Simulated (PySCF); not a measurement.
Below is a simulated gas-phase Cl 2p photoelectron spectrum of cis-Ti(H2O)2Cl4, `[OH2]->[Ti](<-[OH2])([Cl])([Cl])([Cl])[Cl]`.

Every computed line was given a Gaussian of 0.7 eV full width at half maximum and an area set by the number of equivalent atoms (split 2:1 within a doublet); the highest printed point is 100. Computed with delta-SCF UKS SCAN, pcX-2 on the ionised atom (unc-x2c-TZVPall on a metal), pcseg-1 elsewhere, spin-free X2C (PySCF 2.14.0).

binding energy (eV), intensity and a bar:
```
    203.9          0 
    204.0          1 
    204.1          2 
    204.2          4 #
    204.3          8 ##
    204.4         16 #####
    204.5         28 ########
    204.6         44 #############
    204.7         63 ###################
    204.8         81 ########################
    204.9         95 ############################
    205.0        100 ##############################
    205.1         96 #############################
    205.2         83 #########################
    205.3         65 ###################
    205.4         46 ##############
    205.5         29 #########
    205.6         17 #####
    205.7          9 ###
    205.8          5 ##
    205.9          4 #
    206.0          6 ##
    206.1         11 ###
    206.2         18 #####
    206.3         26 ########
    206.4         36 ###########
    206.5         44 #############
    206.6         49 ###############
    206.7         50 ###############
    206.8         45 ##############
    206.9         37 ###########
    207.0         28 ########
    207.1         19 ######
    207.2         11 ###
    207.3          6 ##
    207.4          3 #
    207.5          1 
    207.6          1 
    207.7          0 
    207.8          0
```

**Question.** How many maxima does the curve show, and how many computed lines lie under it?

**Answer.** The curve has 2 maxima (at 205.0 and 206.7 eV). Under it lie 4 lines from 2 inequivalent chlorine sites, each drawn as a 2p3/2, 2p1/2 pair. At this width some lines have no maximum of their own.

**Question.** Decompose the envelope and assign each component. Bonds: Ti1–O2, Ti1–Cl5, Ti1–O6, Ti1–Cl9, Ti1–Cl10, Ti1–Cl11. Hydrogens: H3, H4 on O2; H7, H8 on O6.

**Answer.** 
```
position (eV)  relative area      line      atoms            environment
       204.90           1.33  Cl 2p3/2  Cl10/Cl11  chlorine bonded to Ti
       205.11           1.33  Cl 2p3/2    Cl5/Cl9  chlorine bonded to Ti
       206.55           0.67  Cl 2p1/2  Cl10/Cl11  chlorine bonded to Ti
       206.76           0.67  Cl 2p1/2    Cl5/Cl9  chlorine bonded to Ti
```

**Question.** What are the centre and the root-mean-square width of the whole band?

**Answer.** The area-weighted mean of the lines is 205.56 eV. Their own spread about it is 0.79 eV (rms) and each Gaussian has σ = 0.7/2.355 = 0.30 eV; the variances add, which gives 0.84 eV.

The 2 Cl 2p3/2 values lie within 0.21 eV of each other.

No satellites, vibrations or lifetime broadening are included. Atoms equivalent by their bonding share one computed value, that of the first of them. 2p3/2 and 2p1/2 are the ΔSCF energy of one spin-free 2p hole plus the eigenvalues of a spin–orbit and ligand-field matrix of the shell. 2p1/2 minus 2p3/2 (ligand field included): Cl 1.65 eV. Geometry: PBE0-D3(BJ)/def2-SVP; no solvent, vibrations or thermal averaging. Metal 2p energies of this one-determinant scheme are less reliable than its 1s energies.

Time: 3.9 min wall; peak memory 0.74 GiB. Hardware: Intel Xeon at 2.50 GHz, one thread, shared host with 64 logical CPUs at a one-minute load of 59.
